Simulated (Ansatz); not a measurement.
Steps of a relaxation of BClH₃NSi (`ClB1N[SiH2]1`) with RKS PBE-D4/def2-SVP.

```sh
$ ansatz run in.yaml --threads 2 --pin off --events-out ev --progress --plain --max-ram 4352MiB
```

```yaml
crystal:
  periodic: [false, false, false]
  atoms:
    - {symbol: Cl, position_ang: [-0.215500, -2.172800, 1.840900]}
    - {symbol: B, position_ang: [-0.215500, -0.886900, 0.469900]}
    - {symbol: N, position_ang: [-0.113600, -0.519600, -1.028100]}
    - {symbol: Si, position_ang: [-0.053900, 1.013300, -0.187900]}
    - {symbol: H, position_ang: [0.913800, -0.718400, -1.295200]}
    - {symbol: H, position_ang: [-1.454700, 1.633500, -0.030600]}
    - {symbol: H, position_ang: [1.200600, 1.583000, 0.185300]}
basis:
  gaussian: {orbitals: def2-SVP}
hamiltonian: {xc: pbe, dispersion: d4}
relax: {f_tol: 0.03, max_steps: 200}
```

Positions (Å) and forces (eV/Å) along the path, 10 of 10 steps:

```xyz
7
step=1 energy=-22594.4624 eV
Cl   -0.215   -2.173    1.841    0.098    1.207   -2.283
B    -0.215   -0.887    0.470   -0.030    1.194   -0.383
N    -0.114   -0.520   -1.028    2.511   -3.169    1.249
Si   -0.054    1.013   -0.188   -2.890    0.012    2.407
H     0.914   -0.718   -1.295   -1.749   -0.415   -0.537
H    -1.455    1.633   -0.031    0.945    0.274   -0.490
H     1.201    1.583    0.185    1.114    0.899    0.037
7
step=2 energy=-22595.6302 eV
Cl   -0.175   -2.267    1.701    0.117    0.997   -1.278
B    -0.194   -0.865    0.543   -0.250   -0.044   -0.530
N    -0.085   -0.586   -0.918    2.023   -1.094    1.442
Si   -0.111    0.988   -0.046   -1.332    0.190    1.271
H     0.869   -0.828   -1.314   -1.358   -0.293   -0.354
H    -1.420    1.778   -0.158    0.725   -0.020   -0.323
H     1.176    1.712    0.147    0.075    0.264   -0.228
7
step=3 energy=-22596.2219 eV
Cl   -0.140   -2.292    1.576    0.040   -0.230    0.153
B    -0.215   -0.874    0.576   -0.045   -0.459   -0.330
N    -0.004   -0.600   -0.793    1.198    0.211    0.609
Si   -0.169    0.977    0.134   -0.148    0.973   -0.499
H     0.816   -0.922   -1.352   -0.989   -0.099   -0.112
H    -1.354    1.851   -0.266    0.331   -0.192   -0.018
H     1.127    1.792    0.080   -0.388   -0.205    0.196
7
step=4 energy=-22596.4225 eV
Cl   -0.078   -2.292    1.588    0.017   -0.222    0.142
B    -0.169   -0.873    0.588   -0.255   -0.203   -0.041
N     0.019   -0.583   -0.762    0.700    0.334    0.548
Si   -0.163    0.994    0.137   -0.206    0.554   -0.326
H     0.656   -0.995   -1.447   -0.267   -0.197   -0.415
H    -1.299    1.844   -0.405    0.198   -0.131    0.132
H     1.096    1.838    0.256   -0.186   -0.135   -0.039
7
step=5 energy=-22596.5512 eV
Cl   -0.192   -2.296    1.642   -0.032   -0.010   -0.107
B    -0.121   -0.882    0.608    0.117   -0.210    0.052
N     0.211   -0.579   -0.704    0.101    0.201   -0.351
Si   -0.136    0.996    0.139    0.087   -0.036   -0.079
H     0.547   -0.981   -1.599   -0.220    0.026    0.547
H    -1.307    1.776   -0.382   -0.060   -0.001   -0.064
H     1.060    1.899    0.250    0.008    0.030    0.002
7
step=6 energy=-22596.5568 eV
Cl   -0.223   -2.337    1.574    0.069    0.004   -0.031
B    -0.058   -0.875    0.628   -0.144    0.128   -0.312
N     0.217   -0.529   -0.694    0.075   -0.400    0.593
Si   -0.117    1.016    0.170    0.025    0.084   -0.231
H     0.484   -1.035   -1.542    0.006    0.085   -0.166
H    -1.299    1.736   -0.422   -0.034    0.065    0.119
H     1.057    1.956    0.241    0.002    0.034    0.028
7
step=7 energy=-22596.5736 eV
Cl   -0.226   -2.336    1.585    0.011    0.035   -0.042
B    -0.082   -0.878    0.625   -0.053    0.008    0.193
N     0.239   -0.554   -0.679    0.007    0.072   -0.144
Si   -0.114    1.015    0.145    0.003   -0.095    0.025
H     0.496   -1.017   -1.555    0.025   -0.036   -0.028
H    -1.309    1.750   -0.396   -0.012    0.004   -0.005
H     1.058    1.953    0.229    0.019    0.012    0.002
7
step=8 energy=-22596.5740 eV
Cl   -0.219   -2.339    1.577    0.000    0.039    0.000
B    -0.087   -0.871    0.633    0.032   -0.046   -0.145
N     0.232   -0.553   -0.682   -0.043    0.039    0.188
Si   -0.115    1.015    0.145    0.008   -0.031   -0.060
H     0.500   -1.023   -1.552    0.004   -0.016   -0.011
H    -1.309    1.752   -0.399   -0.004    0.008    0.017
H     1.059    1.952    0.231    0.002    0.007    0.011
7
step=9 energy=-22596.5744 eV
Cl   -0.220   -2.332    1.582    0.002   -0.018   -0.002
B    -0.087   -0.874    0.626   -0.006    0.046    0.017
N     0.234   -0.553   -0.683    0.019   -0.060   -0.061
Si   -0.114    1.012    0.138   -0.018    0.019    0.056
H     0.502   -1.025   -1.553   -0.003    0.009    0.012
H    -1.312    1.753   -0.391    0.006    0.003   -0.010
H     1.059    1.950    0.236    0.000    0.001   -0.011
7
step=10 energy=-22596.5746 eV
Cl   -0.219   -2.336    1.580    0.000    0.007    0.001
B    -0.088   -0.873    0.629    0.005   -0.016   -0.018
N     0.232   -0.553   -0.682   -0.003    0.000    0.018
Si   -0.116    1.013    0.144    0.003    0.010   -0.015
H     0.502   -1.023   -1.551   -0.001   -0.005    0.001
H    -1.310    1.754   -0.396   -0.002    0.002    0.006
H     1.059    1.950    0.231   -0.002    0.001    0.006
```

Hardware: 2 threads of an AMD EPYC 7B13 on a shared host. Wall time 12 s, peak host memory 0.16 GiB.
